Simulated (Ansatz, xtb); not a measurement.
**FGeH5SSi: which of two isomers lies lower**

Structure I: `F[Si@@H](S)[GeH3]`, a singlet. Structure II: `F[SiH2][GeH2][SH]`, a singlet. Both are isolated molecules in the gas phase, relaxed with B3LYP/def2-SVP; the shapes shown needn't be the lowest conformers.

I (Å):

```xyz
9

F     0.7157   -0.8690    1.7554
Ge   -0.6080   -0.2846   -1.2000
S     2.6445    0.9081    0.0406
Si    0.6698    0.3870    0.7083
H     0.0746    1.5237    1.4621
H     3.0002    1.5450    1.1820
H    -1.9562   -0.8778   -0.7434
H    -0.8816    0.9292   -2.1113
H     0.1582   -1.3524   -2.0058
```

II (Å):

```tsv
atom	x (Å)	y (Å)	z (Å)
F	2.6667	-1.2055	-0.7565
Ge	0.3746	-0.8933	1.5095
S	1.2821	-2.7861	2.3473
Si	1.0782	-0.8035	-0.7804
H	0.9552	0.5485	-1.3944
H	0.3566	-1.8083	-1.6082
H	0.8239	0.3453	2.3198
H	-1.1501	-1.0624	1.6693
H	2.4698	-2.5934	1.7255
```

Quicker runs give these differences E(II) − E(I): GFN2-xTB −0.378 eV; HF/STO-3G +0.176 eV (at GFN2-xTB geometries); r2SCAN-D4/def2-SVP +0.218 eV (at GFN2-xTB geometries).

Which of the two would you expect CCSD(T)/def2-SVP + ΔMP2/def2-TZVPP electronic energies to favour?

Structure I; the calculation gives E(II) − E(I) = +0.233 eV.

Level by level:

| level | geometry | E(II) − E(I) (eV) | departure from the last row (eV) | job, with rough time for the two |
| --- | --- | --- | --- | --- |
| GFN2-xTB | GFN2-xTB | −0.378 | −0.611 | optimisation, 0.28 s |
| HF/STO-3G | GFN2-xTB | +0.176 | −0.056 | single point, 0.5 s |
| r2SCAN-D4/def2-SVP | GFN2-xTB | +0.218 | −0.015 | single point, 3.5 s |
| B3LYP/def2-SVP | B3LYP/def2-SVP | +0.202 | −0.030 | optimisation, 68 s |
| HF/def2-SVP | B3LYP/def2-SVP | +0.168 | −0.065 | part of the CCSD(T) run |
| MP2/def2-SVP | B3LYP/def2-SVP | +0.227 | −0.005 | part of the CCSD(T) run |
| CCSD(T)/def2-SVP | B3LYP/def2-SVP | +0.219 | −0.014 | single point |
| CCSD(T)/def2-SVP + ΔMP2/def2-TZVPP | B3LYP/def2-SVP | +0.233 |  | single point, 27 s |

As drawn, II has 1 Ge–S, 1 Si–H in place of 1 S–Si, 1 Ge–H.

GFN2-xTB puts the two in the other order. The largest departure from CCSD(T)/def2-SVP + ΔMP2/def2-TZVPP is that of GFN2-xTB, 0.611 eV. The last row adds to CCSD(T) the change of the MP2 difference between the two basis sets, here +0.014 eV.

With harmonic frequencies from B3LYP/def2-SVP (ideal gas, rigid rotor, one conformer each, 298.15 K, 1 atm): on the last row, ΔE + ΔZPE = +0.249 eV. A mode under 50 cm⁻¹ makes harmonic enthalpies and free energies unreliable, so none is given.

The correlated steps freeze 20 core orbitals; the filled d shell of Ge is correlated, in a basis made for valence electrons. Run with Ansatz 0.2.0, xtb 6.7.1; the last row on 2 threads of Intel(R) Xeon(R) 6975P-C (Granite Rapids) on a shared host.
